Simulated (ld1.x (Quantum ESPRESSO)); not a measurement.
## Ag (Z = 47), TM: configuration errors across variants

Ag (Z = 47), norm-conserving Troullier–Martins (Kleinman–Bylander form), made with ld1.x (Quantum ESPRESSO) 7.5 (PBE, fully relativistic). Core [Ar] 3d10, reference 4s2 4p6 4d10 5s1 5p0. Waves: 4s (bound): rc 1.30 bohr; 4p (bound): rc 1.50 bohr; 4d (bound): rc 1.20 bohr. Local part: the d channel. Core correction: none.

Open shells are filled in proportion to 2j + 1 (rel_dist='average').

Occupied shells without a wave of their own: 5s. They enter only through the test configuration that unscreens the potential.

All-electron excitation energies from the reference (eV): (1) 4s2 4p6 4d10 5s0 5p0 7.759; (2) 4s2 4p6 4d9 5s0 5p0 29.874; (3) 4s2 4p6 4d8 5s0 5p0 66.065; (4) 4s2 4p6 4d9 5s1 5p0 13.154; (5) 4s2 4p6 4d9 5s2 5p0 4.078; (6) 4s2 4p6 4d10 5s0.5 5p0 3.018; (7) 4s2 4p6 4d10 5s0 5p1 3.862.

For the base: The 5s level has no wave, so the channel is fitted at the deeper level alone: the likely source of the large errors.

The file “base” misses its own reference levels by 0.3 eV. The file “wave 4p (bound): rc 1.50 bohr becomes 4p (bound): rc 0.98 bohr” misses its own reference levels by 0.3 eV. The file “wave 4p (bound): rc 1.50 bohr becomes 4p (bound): rc 1.18 bohr” misses its own reference levels by 0.3 eV. The file “wave 4p (bound): rc 1.50 bohr becomes 4p (bound): rc 1.38 bohr” misses its own reference levels by 0.3 eV. The file “wave 4p (bound): rc 1.50 bohr becomes 4p (bound): rc 1.48 bohr” misses its own reference levels by 0.3 eV. The file “wave 4p (bound): rc 1.50 bohr becomes 4p (bound): rc 1.70 bohr” misses its own reference levels by 0.3 eV. The file “wave 4p (bound): rc 1.50 bohr becomes 4p (bound): rc 1.90 bohr” misses its own reference levels by 0.3 eV. The file “wave 4p (bound): rc 1.50 bohr becomes 4p (bound): rc 2.26 bohr” misses its own reference levels by 0.3 eV.

Errors AE − PS in meV (a dash: test not solved or not reliable):

| change | (1) | (2) | (3) | (4) | (5) | (6) | (7) | bound ghosts |
| --- | --- | --- | --- | --- | --- | --- | --- | --- |
| base | -396 | -617 | -869 | -0.8 | +385 | -171 | -298 | none |
| wave 4p (bound): rc 1.50 bohr becomes 4p (bound): rc 0.98 bohr | -395 | -617 | -871 | -0.4 | +387 | -171 | -319 | not determined |
| wave 4p (bound): rc 1.50 bohr becomes 4p (bound): rc 1.18 bohr | -395 | -617 | -871 | -0.6 | +386 | -171 | -315 | not determined |
| wave 4p (bound): rc 1.50 bohr becomes 4p (bound): rc 1.38 bohr | -396 | -617 | -870 | -0.7 | +385 | -171 | -305 | none |
| wave 4p (bound): rc 1.50 bohr becomes 4p (bound): rc 1.48 bohr | -396 | -617 | -869 | -0.8 | +385 | -171 | -298 | none |
| wave 4p (bound): rc 1.50 bohr becomes 4p (bound): rc 1.70 bohr | -396 | -617 | -868 | -0.7 | +385 | -171 | -287 | none |
| wave 4p (bound): rc 1.50 bohr becomes 4p (bound): rc 1.90 bohr | -396 | -617 | -867 | -0.7 | +385 | -171 | -287 | none |
| wave 4p (bound): rc 1.50 bohr becomes 4p (bound): rc 2.26 bohr | -396 | -618 | -875 | -1.3 | +384 | -171 | -334 | none |

Q: Give the same row for: wave 4p (bound): rc 1.50 bohr becomes 4p (bound): rc 2.02 bohr.

A: -396, -617, -868, -0.8, +384, -171, -293; bound ghosts: none.
